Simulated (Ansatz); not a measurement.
Ansatz (an electronic-structure program) input (BHLYP/def2-TZVPD):

Ansatz 0.2 input:
```yaml
crystal:
  periodic: [false, false, false]
  atoms:
    - {symbol: H, position_ang: [-0.00000000, -0.00000000, -1.94064139]}
    - {symbol: N, position_ang: [-0.00000000, -0.00000000, -0.94059254]}
    - {symbol: Si, position_ang: [0.00000000, 0.00000000, 0.60891351]}
basis:
  gaussian:
    orbitals: def2-TZVPD
hamiltonian:
  xc: {name: BHLYP}
total_charge: 1
magnetization: {spin_polarized: true, initial_magnetization: 1}
```

End of the output:

```
integrals: 0.02 GiB planned
557 factors; their error is unknown
mean field: 0.25 GiB planned
mean field evaluation 1: about -9349.1456 eV, gradient 7.3e1 eV
mean field evaluation 2: about -9248.2420 eV, gradient 1.2e2 eV
mean field evaluation 4: about -9371.5539 eV, gradient 4.7e0 eV
mean field evaluation 8: about -9371.6777 eV, gradient 1.2e-1 eV
mean field evaluation 16: about -9371.7055 eV, gradient 6.2e-4 eV
mean field evaluation 32: about -9373.0717 eV, gradient 7.3e-2 eV
mean field -9373.07145801 eV, -344.4540227858 hartree, gradient 2.4e-5 eV, S^2 0.755017; 4 other end points of the search recorded, 0 dependent functions left out
reference -9373.07157436 eV, -344.4540270616 hartree; 11, 10 occupied and 78, 79 virtual orbitals, 557 factors
Total energy: -9373.07157436 eV, -344.4540270616 hartree
```

This state (charge 1, doublet) is run at the relaxed geometry of the species with charge 0 and multiplicity 1.
